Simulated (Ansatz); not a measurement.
CH4OSZn (`SC[O][ZnH]`), relaxed with RKS PBE-D4/def2-SVP in Ansatz 0.2.0 from a rough embedded geometry. The force threshold is 0.03 eV/Å; the program also tests the step.

Total charge 0; spin multiplicity 1.

Start:

```xyz
8

S    -0.170   -0.637   -1.591
C     0.890    0.049   -0.329
O     0.355    1.259    0.182
Zn   -1.272    0.504    0.804
H    -1.293   -0.784   -0.675
H     1.879    0.229   -0.796
H     1.005   -0.700    0.479
H    -1.393    0.081    1.926
```

(1) How much energy does the relaxation release, and in how many steps? (Estimate.)

(2) Which bonds change most? (An estimate is asked.)

(3) Give the relaxed structure. (An estimate is asked.)

## Answers

(1) The calculation gave: 63.57 kcal/mol, in 17 steps, 1 of them rejected.

(2) Ansatz gave: Zn4–H8 from 1.205 to 1.529 Å; S1–C2 from 1.785 to 1.918 Å; S1–H5 from 1.457 to 1.365 Å; C2–O3 from 1.418 to 1.354 Å.

(3) Ansatz gave: 
```xyz
8

S    -0.565   -0.507   -1.318
C     1.006    0.036   -0.359
O     0.716    0.357    0.924
Zn   -1.098    0.685    1.138
H    -0.701   -1.693   -0.658
H     1.366    0.879   -1.004
H     1.731   -0.807   -0.463
H    -2.456    1.050    1.740
```
